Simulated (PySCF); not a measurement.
How the method moves the HOMO and LUMO of `[SiH3]O[SiH2][SiH2]O[SiH3]`

H10O2Si4.
Z-matrix (Å and degrees, PBE0-D3(BJ)/def2-SVP geometry), rows numbered from 1:
```
Si
O   1  1.6553
Si  2  1.6643  1  148.96
Si  3  2.3425  2  106.79  1  -121.45
O   4  1.6666  3  107.76  2   179.30
Si  5  1.6585  4  144.05  3  -179.07
H   1  1.4901  2  108.42  3  -168.22
H   1  1.4942  2  110.33  3    72.25
H   1  1.4949  2  110.57  3   -48.16
H   3  1.4984  2  110.58  1    -0.64
H   3  1.4945  2  109.30  1   118.07
H   4  1.4979  3  110.74  2   -60.11
H   4  1.4986  3  110.56  2    58.78
H   6  1.4894  5  108.23  4   175.29
H   6  1.4949  5  110.36  4    55.38
H   6  1.4945  5  110.31  4   -64.92
```

Basis pcSseg-1 throughout (PySCF), one geometry. One conformer (not necessarily the lowest) at the PBE0-D3(BJ)/def2-SVP geometry, without solvent, vibrations or thermal averaging.

Problem. How do the orbital energies, the gap and the dipole change with the method?

Solution. 
| method | kind | HOMO (eV) | LUMO (eV) | gap (eV) | μ (D) | SCF cycles |
| --- | --- | --- | --- | --- | --- | --- |
| BLYP | GGA | -6.41 | -1.50 | 4.91 | 0.33 | 14 |
| OPBE | GGA | -6.53 | -1.51 | 5.02 | 0.34 | 15 |
| PBE | GGA | -6.53 | -1.72 | 4.82 | 0.34 | 14 |
| B97-D | GGA | -6.55 | -1.49 | 5.06 | 0.34 | 15 |
| LDA | LDA | -6.60 | -1.98 | 4.62 | 0.38 | 14 |
| KT2 | GGA | -6.61 | -1.91 | 4.70 | 0.35 | 15 |
| KT3 | GGA | -6.65 | -1.72 | 4.93 | 0.34 | 15 |
| BP86 | GGA | -6.65 | -1.76 | 4.89 | 0.34 | 14 |
| B97-2 | global hybrid | -7.54 | -0.80 | 6.74 | 0.37 | 12 |
| B3LYP | global hybrid | -7.56 | -0.99 | 6.57 | 0.37 | 12 |
| PBE0 | global hybrid | -7.76 | -0.85 | 6.92 | 0.38 | 12 |
| mPW1PW91 | global hybrid | -7.79 | -0.81 | 6.99 | 0.38 | 12 |
| BHandHLYP | global hybrid | -8.90 | 0.13 | 9.03 | 0.40 | 11 |
| CAM-B3LYP | range-separated hybrid | -9.05 | 0.25 | 9.29 | 0.39 | 11 |
| wB97X-D | range-separated hybrid | -9.58 | 0.95 | 10.52 | 0.38 | 12 |
| LC-wPBE | range-separated hybrid | -10.34 | 1.39 | 11.72 | 0.40 | 12 |
| HF | Hartree–Fock | -10.65 | 2.48 | 13.14 | 0.42 | 10 |

The HOMO spans 4.25 eV, from BLYP down to HF, and the gap runs from 4.62 eV (LDA) to 13.14 eV (HF). Over the methods BLYP (0 %), OPBE (0 %), PBE (0 %), B97-D (0 %), LDA (0 %), KT2 (0 %), KT3 (0 %), BP86 (0 %), B97-2 (21 %), B3LYP (20 %), PBE0 (25 %), mPW1PW91 (25 %), BHandHLYP (50 %), HF (100 %), a straight line through the gap against the share of exact exchange rises by 0.83 eV for each 10 % (correlation coefficient 0.999). The dipole ranges from 0.33 D (BLYP) to 0.42 D (HF). This basis has no diffuse functions.

The vertical ΔSCF ionisation energy at PBE0/def2-SVPD is 9.45 eV; −ε(HOMO) comes closest to it with wB97X-D (9.58 eV).
